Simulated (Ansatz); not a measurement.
`NB1O[SiH2]1` + H₂ → `B1O[SiH2]1` + NH₃  (hydrogenolysis of a B–N bond)

Computed with Ansatz on PBE0-D4/def2-TZVP structures; ΔE is electronic, products minus reactants. CCSD(T)/CBS adds triple-zeta CCSD(T) − MP2 to the extrapolated MP2 energy (def2 sets, frozen cores). This one scheme is used for every species. DFT in def2-TZVPP. B3LYP here is the variant with VWN-RPA as its local correlation; programs differ in this. HSE06 is defined as in plane-wave codes. One conformer a species, not always the lowest.

```csv
level,ΔE (kcal/mol),difference from CCSD(T)/CBS
LDA (SPW92),25.2,4.6
BLYP-D4,22.5,1.9
PBE0-D4,22.2,1.6
B3LYP-D4,22.3,1.7
BHLYP-D4,21.9,1.3
ωB97X-V,21.3,0.7
B2PLYP,21.3,0.7
PBE-QIDH,21.8,1.2
PBE,21.6,1.0
PBE0,21.4,0.8
HSE06,21.4,0.8
CCSD(T)/def2-SVP,22.6,2.0
CCSD/def2-TZVPP,20.1,-0.5
HF/def2-QZVPP,18.7,-1.9
MP2/CBS(def2),22.2,1.6
CCSD/CBS(def2),20.0,-0.6
CCSD(T)/CBS,20.6,0
```

Largest T1 diagnostic among the species: 0.017.

In def2-TZVPP, CCSD(T) changes the Hartree–Fock value by +1.9 kcal/mol (the triples alone add +0.6 kcal/mol) and MP2 by +3.4 kcal/mol. Leaving LDA and LC-ωPBE aside and taking each functional with its dispersion term where it has one, the values, not all of them listed here, spread over 1.8 kcal/mol, from B2PLYP to r2SCAN-D4. LDA lies +3.6 kcal/mol from PBE without D4.
